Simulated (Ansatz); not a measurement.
Molecule: sum formula BN2H4Br, charge 0, multiplicity 1. 
Geometry from a B3LYP-D3(BJ)/def2-TZVP (Ansatz, an electronic-structure program) optimisation:
```
B
N 1 1.4034
H 2 1.0035 1 122.24
H 2 1.0056 3 114.36 1 180.00
N 1 1.4034 2 125.10 3 -180.00
H 5 1.0035 1 122.24 2 180.00
H 5 1.0056 6 114.36 1 180.00
Br 1 1.9699 2 117.45 3 0.00
```

Dipole moments at this geometry, in debye (magnitudes).

| level | program | dipole (D) |
|---|---|---|
| SVWN5/def2-TZVPD | Ansatz | 3.10 |
| BLYP/def2-TZVPD | Ansatz | 3.03 |
| revPBE/def2-TZVPD | Ansatz | 3.05 |
| r2SCAN/def2-TZVPD | Ansatz | 3.12 |
| B3LYP/def2-TZVPD | Ansatz | 3.07 |
| PBE0/def2-TZVPD | Ansatz | 3.09 |
| BHLYP/def2-TZVPD | Ansatz | 3.10 |
| r2SCANh/def2-TZVPD | Ansatz | 3.12 |
| r2SCAN0/def2-TZVPD | Ansatz | 3.13 |
| HSE06/def2-TZVPD | Ansatz | 3.09 |
| CAM-B3LYP/def2-TZVPD | Ansatz | 3.10 |
| LC-wPBE/def2-TZVPD | Ansatz | 3.14 |
| wB97M-V/def2-TZVPD | Ansatz | 3.11 |
| CCSD(T)/aug-cc-pVDZ | Ansatz | 3.05 |
